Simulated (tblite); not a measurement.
Species: C5H13PSSi.
SMILES with atom numbers: `[SiH3:1][C@@H:2]1[CH2:3][CH2:4][CH2:5][CH2:6][P@@H:7]1=[S:8]` (hydrogens: H9, H10, H11 on Si1; H12 on C2; H13, H14 on C3; H15, H16 on C4; H17, H18 on C5; H19, H20 on C6; H21 on P7)

Structure used (GFN2-xTB), in Å, numbered top down from 1:
```
atom  x, y, z in Å
Si1    2.1573   -0.8061    0.5788
C2     1.0621    0.0606   -0.7357
C3     0.4566    1.3992   -0.3200
C4    -0.5225    1.2750    0.8436
C5    -1.7875    0.5137    0.4560
C6    -1.4999   -0.9403    0.1006
P7    -0.2655   -1.0844   -1.2454
S8     0.2178   -2.8787   -1.7632
H9     1.3444   -1.5098    1.5729
H10    3.0485   -1.7368   -0.1001
H11    2.9028    0.2706    1.2348
H12    1.6828    0.2071   -1.6294
H13    1.2661    2.0780   -0.0383
H14   -0.0655    1.8459   -1.1735
H15   -0.0299    0.7731    1.6800
H16   -0.8055    2.2767    1.1757
H17   -2.5022    0.5452    1.2824
H18   -2.2521    1.0088   -0.4013
H19   -1.1051   -1.4938    0.9595
H20   -2.4085   -1.4564   -0.2287
H21   -0.9029   -0.3304   -2.2494
```

Level: GFN2-xTB in tblite, geometry and Hessian alike; calculated harmonic values, unscaled, isolated species. This tight-binding method is rough: wavenumbers can miss measured ones by several per cent, in bad cases by 10 to 20. Modes of hydrogen on phosphorus and silicon can be 10 to 20 % off. One conformer, not necessarily the lowest.

Harmonic wavenumbers (cm⁻¹): 85.7, 105.7, 123.0, 146.9, 188.8, 229.0, 282.2, 288.5, 349.2, 414.0, 490.7, 520.2, 563.2, 630.3, 680.3, 732.6, 755.8, 759.9, 782.7, 793.4, 801.9, 853.0, 869.4, 884.4, 920.7, 940.1, 981.0, 1019.3, 1073.1, 1077.2, 1110.8, 1144.9, 1171.2, 1194.2, 1228.3, 1252.3, 1273.4, 1337.9, 1348.6, 1352.8, 1427.1, 1480.0, 1482.7, 1493.4, 2151.0, 2261.0, 2265.0, 2337.0, 2883.7, 2922.7, 2928.3, 2936.6, 2955.1, 2961.5, 2967.8, 2974.0, 2982.5.

A = 1538, B = 1061, C = 755.7 MHz; mass 164.024 u (most abundant isotopes); point group C1, symmetry number 1.

Problem. What is the zero-point energy?

Solution. ½Σν̃ = 36083 cm⁻¹ = 431.65 kJ/mol.

Problem. Entropy at 200 K, 1 bar (ideal gas, RRHO, classical rotation)?

Solution. Translation 164.16, rotation 120.31, vibration 69.93: S = 354.4 J/(mol K).

Problem. And Cp and H(200 K) − H(0)?

Solution. Cp = 122.47 J/(mol K), of which vibrations give 89.21 (their classical limit is 57 R = 473.9); H(200 K) − H(0) = 14.96 kJ/mol without the zero-point energy, 8.31 from vibrations.

Problem. Which modes carry the vibrational entropy at 200 K?

Solution. 85.7 cm⁻¹: 12.47; 105.7 cm⁻¹: 10.79; 123.0 cm⁻¹: 9.60; 146.9 cm⁻¹: 8.23; 188.8 cm⁻¹: 6.38; 229.0 cm⁻¹: 5.04 J/(mol K); the other 51 give 17.42 together.

Problem. What must be added to the electronic energy to get the Gibbs energy at 200 K and 1 bar?

Solution. ZPE + [H(200 K) − H(0)] − T·S = 431.65 + 14.96 − 70.88 = 375.73 kJ/mol.

Problem. How do the functions run with temperature in this model?

Solution. 
| T (K) | S (J/(mol K)) | Cp (J/(mol K)) | H − H(0) (kJ/mol) | G − H(0) (kJ/mol) | ln q(vib) |
| --- | --- | --- | --- | --- | --- |
| 100 | 287.7 | 76.0 | 5.08 | -23.70 | 1.06 |
| 300 | 413.8 | 174.6 | 29.80 | -94.36 | 5.99 |
| 500 | 525.5 | 265.0 | 74.28 | -188.46 | 11.45 |
| 800 | 670.3 | 349.8 | 167.68 | -368.53 | 19.65 |
| 1000 | 752.4 | 386.0 | 241.46 | -510.96 | 24.80 |

q(vib) and H(0) count from the zero-point level.

Problem. Blend soft modes into free rotors: weight 1/[1 + (100 cm⁻¹/ν̃)⁴] for the oscillator and the rest for a rotor with moment μB/(μ + B), μ = h/(8π²ν), B = 10⁻⁴⁴ kg m². What vibrational entropy results?

Solution. 68.90 J/(mol K) in place of 69.93, which changes −T·S at 200 K by +0.21 kJ/mol.

Hindered rotation and anharmonicity are outside this model. Other conformers, if any are populated, would add a mixing term that is left out. The structure is chiral; the term R ln 2 for an equal mix with its mirror image is left out.
